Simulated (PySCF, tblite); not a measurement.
**Question.** Give a GFN2-xTB geometry of `O=Cc1ccoc1`.

**Answer.** 
Z-matrix in Å and degrees, rows numbered from 1:
```
O 
C   1  1.2050
C   2  1.4531  1  125.37
C   3  1.4277  2  127.51  1  -179.97
C   4  1.3565  3  105.84  2  -179.99
O   5  1.3481  4  110.71  3    -0.01
C   6  1.3288  5  107.52  4     0.01
H   2  1.1079  1  121.24  3  -179.95
H   4  1.0703  3  126.72  2     0.02
H   5  1.0719  4  132.11  3  -179.97
H   7  1.0721  3  130.71  2    -0.05
```

The 7 heavy atoms lie in one plane (0.000 Å rms). The 4 C–C bonds span 1.356 Å (C4–C5, aromatic) to 1.453 Å (C2–C3, drawn single), a spread of 0.097 Å. The C–O distances run from 1.205 Å (O1=C2, drawn double) to 1.348 Å (C5–O6, aromatic), a spread of 0.143 Å. The 5-membered ring C3–C4–C5–O6–C7 has internal angles of 105.2° to 110.7°; it is planar, 0.00 Å rms from its mean plane, widest ring torsion 0°.

Computed geometry: GFN2-xTB, gas phase.

Point group: Cs (tolerance 0.08 Å). Its GFN2-xTB frequencies are all real (lowest 119 cm⁻¹). The numbers are those of one conformer (O1–C2–C3–C4 180°). 2 starts were optimised and ended at 0.00 and 0.59 kcal/mol (GFN2-xTB); the lowest of these is shown.
